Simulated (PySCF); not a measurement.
# From a computed spectrum to the compound

A species of 10 atoms with charge 3 has these harmonic modes (PBE0, small Gaussian bases with core potentials, PySCF 2.14.0):

```
cm⁻¹  km/mol  symmetry
 -14       –        a2
  78     4.9         e
  78     4.9         e
  86     0.0        a1
 122     0.0         e
 122     0.0         e
 388     0.0        a1
 404    26.6         e
 404    26.6         e
 606     0.1        a2
 640   129.6         e
 640   129.6         e
 668     5.4         e
 668     5.4         e
 690  1135.5        a2
1673   206.9         e
1673   206.9         e
1678     0.0        a1
3576   837.2         e
3576   837.2         e
3595     0.0        a1
3613     9.5        a2
3617   669.7         e
3617   669.7         e
```

(1) Which species is it, and in which structure?

## Answers

(1) [Nd(H2O)3]3+ (singlet in the valence; each metal's 4f electrons, 3 of them, lie in its core potential, out of spins and levels):
```xyz
10

Nd    0.0000    0.0000    0.0000
O     2.3218    0.0000    0.0000
H     2.9376    0.7691    0.0659
H     2.9376   -0.7691   -0.0659
O    -1.1609    2.0107    0.0000
H    -2.1348    2.1595    0.0659
H    -0.8028    2.9286   -0.0659
O    -1.1609   -2.0107    0.0000
H    -0.8027   -2.9286    0.0659
H    -2.1348   -2.1595   -0.0659
```
 Negative wavenumbers this small are taken as noise. An lcecp potential fixes the number of 4f electrons, so in runs with it no electron can move into or out of that shell.
 Other answers can fit too; this one was computed.
